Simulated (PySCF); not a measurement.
A structure optimised at B3LYP-D3(BJ)/def2-SVP, used in a PySCF frequency run:

```xyz
9

Te    -0.4093    -0.1824     0.8719
Br     1.2444     0.9976    -0.6719
C     -0.9405    -1.7285    -0.5833
C     -1.6125    -1.1986    -1.8376
H     -1.5948    -2.3990    -0.0010
H     -0.0074    -2.2674    -0.7973
H     -0.9597    -0.4853    -2.3631
H     -2.5587    -0.6868    -1.6058
H     -1.8303    -2.0297    -2.5305
```
Charge 0, spin multiplicity 1.

Problem. Write its SMILES and formula.

Solution. CC[Te]Br, C2H5BrTe

Problem. What are its rotational constants (standard atomic weights)?

Solution. 2.7898, 1.3532, 0.95034 GHz
